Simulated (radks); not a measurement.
The numbers below are computed, except where a source is named.
Lu XXXV, configuration [Kr] 4d1. Code: a radial shooting solver on a logarithmic mesh with Libxc functionals. Model: Dirac Kohn-Sham, exchange-only PBE, spin-unpolarised, spherical densities, finite nucleus; open shells fill j = l - 1/2 first; Fermi nuclear charge, rms radius 5.37 fm. Some entries of the table are withheld. Estimate them.

orbital  occ.  eigenvalue (eV)  <r^2> (bohr^2)
1s1/2       2        -64532.57       0.0005123
2s1/2       2        -12134.07        0.007853
2p1/2       2              (1)        0.005635
2p3/2       4              (2)        0.006840
3s1/2       2        -3783.987         0.05054
3p1/2       2        -3571.659             (3)
3p3/2       4        -3327.366             (4)
3d3/2       4        -2971.797             (5)
3d5/2       6        -2918.062             (6)
4s1/2       2        -1679.549          0.2100
4p1/2       2              (7)          0.2096
4p3/2       4              (8)          0.2299
4d3/2       1        -1369.729             (9)
4d5/2       0        -1353.881            (10)

Answer. 
(1) 2p1/2 eigenvalue (eV): -11647.71
(2) 2p3/2 eigenvalue (eV): -10529.68
(3) 3p1/2 <r^2> (bohr^2): 0.04643
(4) 3p3/2 <r^2> (bohr^2): 0.05272
(5) 3d3/2 <r^2> (bohr^2): 0.04087
(6) 3d5/2 <r^2> (bohr^2): 0.04258
(7) 4p1/2 eigenvalue (eV): -1589.730
(8) 4p3/2 eigenvalue (eV): -1515.736
(9) 4d3/2 <r^2> (bohr^2): 0.2234
(10) 4d5/2 <r^2> (bohr^2): 0.2292
